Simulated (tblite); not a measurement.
Species: C6H8Si.
InChI=1S/C6H8Si/c1-3-6-4-7-5(6)2/h1,4-5H,7H2,2H3/t5-/m1/s1

All values are computed: GFN2-xTB (tblite) harmonic vibrations without scaling, gas phase. Errors from tens to a few hundred cm⁻¹ against measured bands are possible. Modes of hydrogen on silicon can be 10 to 20 % off.

Harmonic wavenumbers (cm⁻¹): 92.3, 119.9, 188.8, 213.2, 244.5, 315.3, 441.6, 449.2, 458.5, 484.7, 567.6, 604.5, 645.1, 670.6, 676.7, 769.9, 782.3, 791.2, 832.7, 996.3, 1044.1, 1099.9, 1131.0, 1155.5, 1233.1, 1294.1, 1411.2, 1502.6, 1508.8, 1585.1, 2230.2, 2258.7, 2270.6, 2935.4, 2998.3, 3017.3, 3023.6, 3072.8, 3389.0.

A = 4051, B = 1613, C = 1225 MHz; mass 108.040 u (most abundant isotopes); point group C1, symmetry number 1.

Problem. What is the zero-point energy?

Solution. ½Σν̃ = 24253 cm⁻¹ = 290.13 kJ/mol.

Problem. What is S at 273.15 K and 1 bar for an ideal gas of classical rigid rotors and harmonic oscillators?

Solution. Translation 165.43, rotation 116.42, vibration 76.56: S = 358.4 J/(mol K).

Problem. And Cp and H(273.15 K) − H(0)?

Solution. Cp = 132.69 J/(mol K), of which vibrations give 99.44 (their classical limit is 39 R = 324.3); H(273.15 K) − H(0) = 21.48 kJ/mol without the zero-point energy, 12.40 from vibrations.

Problem. Blend soft modes into free rotors: weight 1/[1 + (100 cm⁻¹/ν̃)⁴] for the oscillator and the rest for a rotor with moment μB/(μ + B), μ = h/(8π²ν), B = 10⁻⁴⁴ kg m². What vibrational entropy results?

Solution. 74.78 J/(mol K) in place of 76.56, which changes −T·S at 273.15 K by +0.49 kJ/mol.

Problem. Which modes carry the vibrational entropy at 273.15 K?

Solution. 92.3 cm⁻¹: 14.39; 119.9 cm⁻¹: 12.27; 188.8 cm⁻¹: 8.69; 213.2 cm⁻¹: 7.77; 244.5 cm⁻¹: 6.76; 315.3 cm⁻¹: 4.99 J/(mol K); the other 33 give 21.67 together.

Hindered rotation and anharmonicity are outside this model. The structure is chiral; the term R ln 2 for an equal mix with its mirror image is left out.

Time: 0.75 s wall. Hardware: one thread, Arm Neoverse N1 (aarch64), no GPU (shared host). The figure is for the frequency step alone.
